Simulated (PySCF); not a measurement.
CH4O4Si, SMILES O=C(O)[SiH](O)O. Geometry optimised at PBE-D3(BJ)/def2-SVP. The values are those of a single conformer.

### Question
Give the equilibrium geometry at PBE-D3(BJ)/def2-SVP (PySCF confirms it by a frequency run) as Cartesian coordinates in Å. (Estimate from the structure and the level; the computed values follow.)

### Answer
Several could match; the one computed here: 
```xyz
10

O      1.2645    -1.3851    -0.3635
C      0.8883    -0.4968     0.3904
O      1.6239    -0.0572     1.4310
Si    -0.8232     0.3345     0.0748
O     -1.5221    -0.7320    -1.0003
O     -0.4338     1.8336    -0.5570
H      2.4609    -0.5811     1.4195
H     -1.7242     0.4617     1.2614
H     -0.8167    -1.2808    -1.4046
H     -1.1844     2.4231    -0.7467
```
Charge 0, spin multiplicity 1.
